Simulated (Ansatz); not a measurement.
Geometry optimisation, RHF/def2-SVP (Ansatz 0.2.0).

input.yaml

```yaml
crystal:
  periodic: [false, false, false]
  atoms:
    - { symbol: Mo, position_ang: [0.791874, -0.190652, -0.094472] }
    - { symbol: F, position_ang: [0.250156, -0.024334, 1.67637] }
    - { symbol: F, position_ang: [2.462732, 0.305895, 0.352547] }
    - { symbol: F, position_ang: [-0.639965, 1.261775, -0.214544] }
    - { symbol: Cl, position_ang: [-3.903375, 1.335361, 1.132358] }
    - { symbol: F, position_ang: [-0.256521, -1.659136, -0.213484] }
    - { symbol: Cl, position_ang: [1.319186, -0.313436, -2.424833] }
    - { symbol: Cl, position_ang: [-2.099747, 0.646031, 1.751902] }
    - { symbol: H, position_ang: [-1.251041, 1.087096, 0.648157] }
basis:
  gaussian: { orbitals: def2-SVP }
hamiltonian:
  xc: hf
relax:
  f_tol: 0.03
  max_steps: 50
```

Launched with:

```bash
$ ansatz run input.yaml --threads 4 --pin off --max-ram 5120MiB --backend cpu --events-out ev --progress --plain --runs-dir out
```

Problem. Where does it end, and by what steps?

Solution. The run converged. After 12 steps the energy has fallen by 1.056 eV; Cl5 moved furthest, 0.99 Å. Parted: Cl8–H9 (1.46 → 2.27 Å).

| step | energy less start (eV) | largest force component (eV/Å) | accepted |
| --- | --- | --- | --- |
| 0 | 0.0000 | 2.906 | yes |
| 1 | -0.4446 | 2.125 | yes |
| 2 | -0.6372 | 2.398 | yes |
| 3 | -0.8558 | 2.018 | yes |
| 4 | -0.9691 | 1.552 | yes |
| 5 | -1.0303 | 0.334 | yes |
| 6 | -1.0176 | 0.898 | no |
| 7 | -1.0476 | 0.199 | yes |
| 8 | -1.0504 | 0.244 | yes |
| 9 | -1.0502 | 0.210 | no |
| 10 | -1.0548 | 0.076 | yes |
| 11 | -1.0474 | 0.352 | no |
| 12 | -1.0562 | 0.030 | yes |

```xyz
9
Properties=species:S:1:pos:R:3
Mo 0.925 -0.351 -0.216
F 0.040 -0.263 1.517
F 2.312 0.573 0.444
F -0.749 0.944 -0.525
Cl -4.232 1.931 1.846
F 0.331 -2.031 -0.429
Cl 1.807 -0.288 -2.421
Cl -2.507 0.917 2.143
H -1.254 1.015 0.254
```

Whether the end is a true minimum wasn't checked by a vibrational analysis.

The run took 46 s on 4 threads of Arm Neoverse V1 (shared host), peak memory 0.53 GiB.
